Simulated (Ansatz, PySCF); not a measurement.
C$_{2}$H$_{9}$NSiTe (SMILES CN(C)[Te][SiH3]), singlet, geometry from GFN2-xTB (all electrons, no relativity), with bond 13-11 at 2.4 times its length. Base run: CASSCF(2,3)/STO-3G (PySCF).

Here is a job for PySCF.
```python
from pyscf import gto, scf, mcscf
import numpy

mol = gto.M(
    atom='''
Te   -0.192751   -0.016311    0.814988
N     0.506094   -1.384423   -0.574336
C     1.826264   -1.087986   -1.065891
C    -0.406166   -1.616628   -1.662944
H     2.188495   -1.943853   -1.641023
H     1.855884   -0.203927   -1.719636
H     2.496894   -0.928311   -0.224186
H    -0.491824   -0.756745   -2.344281
H    -0.053061   -2.472938   -2.243120
H    -1.391267   -1.851042   -1.264682
Si   -0.383323    1.980933   -0.688699
H    -0.731356    3.092012    0.186985
H    -2.871896    1.603098   -3.145399
H     0.872796    2.275058   -1.381965
''',
    basis='sto-3g',
    charge=0,
    spin=0,
    verbose=4,
)

mf = scf.RHF(mol)
mf.kernel()
mc = mcscf.CASSCF(mf, 3, 2)
mc.fix_spin_(ss=0.0)
mc.kernel()
occ = numpy.linalg.eigvalsh(mc.fcisolver.make_rdm1(mc.ci, mc.ncas, mc.nelecas))[::-1]
ss = mc.fcisolver.spin_square(mc.ci, mc.ncas, mc.nelecas)[0]
print('natural occupations', occ.round(4), ' <S^2>', round(ss, 4))
```

Programs used: Ansatz (an electronic-structure program), PySCF; a row that names a program was run with it.

Each row names what was changed in the base input (with any setting that the change needs).

```tsv
change	ΔE vs base (kcal/mol)	natural occupations	<S^2> of the state
base	0.000	1.14 0.86 0.00	0.00
orbitals = fixed (CASCI)	9.80	1.15 0.85 0.00	0.00
active space = 2 electrons, 2 orbitals	0.000	1.14 0.86	0.00
code = ansatz; correction = SC-NEVPT2, all electrons	-126.6	-	-
active space = 6 electrons, 7 orbitals	-19.11	1.98 1.96 1.14 0.86 0.04 0.02 0.00	0.00
start = MP2 natural orbitals	0.000	1.14 0.86 0.00	0.00
solver = newton	0.000	1.14 0.86 0.00	0.00
orbitals = fixed (CASCI); correction = SC-NEVPT2	-126.1	1.15 0.85 0.00	0.00
code = ansatz	0.017	-	-
active space = 10 electrons, 9 orbitals	-32.10	1.99 1.98 1.97 1.96 1.14 0.86 0.05 0.03 0.02	0.00
active space = 4 electrons, 5 orbitals	-12.46	1.96 1.14 0.86 0.04 0.00	0.00
```

Active orbitals are taken around the Fermi level unless the row says otherwise; CASSCF can end in different local minima, and two programs can end on different orbitals. State-averaged rows give the lowest state.

Ansatz warned in this series: the state or the total is in doubt.
